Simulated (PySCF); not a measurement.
RbCl, SMILES [Cl][Rb]. Coordinates come from a PBE-D3(BJ)/def2-TZVPD optimisation. The def2 effective core potentials stand for the cores of Rb; spin–orbit coupling is left out.

Calculation: PBE-D3(BJ)/def2-TZVPD (PySCF).

Harmonic wavenumbers (cm⁻¹): 219. Rotational constants (GHz): 2.465 (linear); symmetry number 1.

### Question
Work out the zero-point energy and the ideal-gas rigid-rotor harmonic-oscillator thermochemistry at 298.15 K and 1 atm.

### Answer
ZPE = ½ Σ hcν = ½ × 219 cm⁻¹ = 0.31 kcal/mol. H − E(el) = 2.72 kcal/mol. Entropy in cal/(mol K): translation 40.28, rotation 17.55, vibration 1.97, total 59.80. G − E(el) = -15.11 kcal/mol. Cp = 8.77 cal/(mol K).
